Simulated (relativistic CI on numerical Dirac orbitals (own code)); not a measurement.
Lu33+: sensitivity of the levels to the model

Base calculation: Dirac-Coulomb-Breit CI, KLI orbitals optimised for each configuration, model QED (radiative potential, 1s self-energy scaled to tabulated hydrogen-like ionisation energies), unscaled Slater integrals.

Configurations in the expansion (outside the closed core [Ar] 3d10): 4s2 4p6 4d2, 4s2 4p6 4d 4f, 4s2 4p5 4d3, 4s 4p6 4d3, 4s2 4p5 4d2 4f, 4s 4p6 4d2 4f, 4s2 4p6 4d 5s, 4s2 4p6 4f 5s, 4s2 4p6 4d 5p, 4s2 4p6 4f2, 4s2 4p5 4f3, 4s 4p6 4f3, 4s2 4p6 4f 5p, 4s2 4p5 4f2 5p, 4s 4p6 4f2 5p. Double excitations out of closed p, d and f shells are left out; levels of such configurations are missing from the list, as are those of other unlisted configurations, and high levels can miss mixing partners.

Variants: (1) only the first configuration; (2) one mean potential for all configurations. Shifts of the energy above 4s2 4p6 4d2 3F_2, in cm⁻¹, for the lowest level and the first level of each name with at least 55 % of one term (blank where a level changes its place among those of its configuration and J or its character, or is not in the variant):

```json
{"Level": "4s2 4p6 4d2 3F_2", "Base": "0", "Δ(1)": "0", "Δ(2)": "0"}
{"Level": "4s2 4p6 4d2 3P_0", "Base": "63664", "Δ(1)": "+1364", "Δ(2)": "-11"}
{"Level": "4s2 4p6 4d2 3F_3", "Base": "109531", "Δ(1)": "-160", "Δ(2)": "+13"}
{"Level": "4s2 4p6 4d2 1G_4", "Base": "148395", "Δ(1)": "+1205", "Δ(2)": "+4"}
{"Level": "4s2 4p6 4d2 3P_1", "Base": "149643", "Δ(1)": "+2864", "Δ(2)": "+4"}
{"Level": "4s2 4p6 4d2 3F_4", "Base": "245788", "Δ(1)": "+952", "Δ(2)": "+16"}
{"Level": "4s2 4p6 4d2 1S_0", "Base": "347927", "Δ(1)": "-3343", "Δ(2)": "-9"}
{"Level": "4s2 4p5 4d3 5D°_0", "Base": "1198892", "Δ(1)": "", "Δ(2)": "-96"}
{"Level": "4s2 4p5 4d3 3P°_1", "Base": "1427809", "Δ(1)": "", "Δ(2)": "-117"}
{"Level": "4s2 4p5 4d3 3I°_7", "Base": "1436473", "Δ(1)": "", "Δ(2)": "-102"}
```

At this charge energies of transitions that change n are usually good to better than 1 %, and those within a shell (Δn = 0) to a few per cent. Terms inside the open d or f shell come out 10 to 20 % too wide with unscaled integrals.

Ionisation energy from the two ground configurations alone: base 1345.06 eV. The NIST ASD value (theoretical) is 1345 eV.

LS names give the leading component of a level, which can be under half, so a name can repeat, a term be missing and a line seem to break the LS rules.
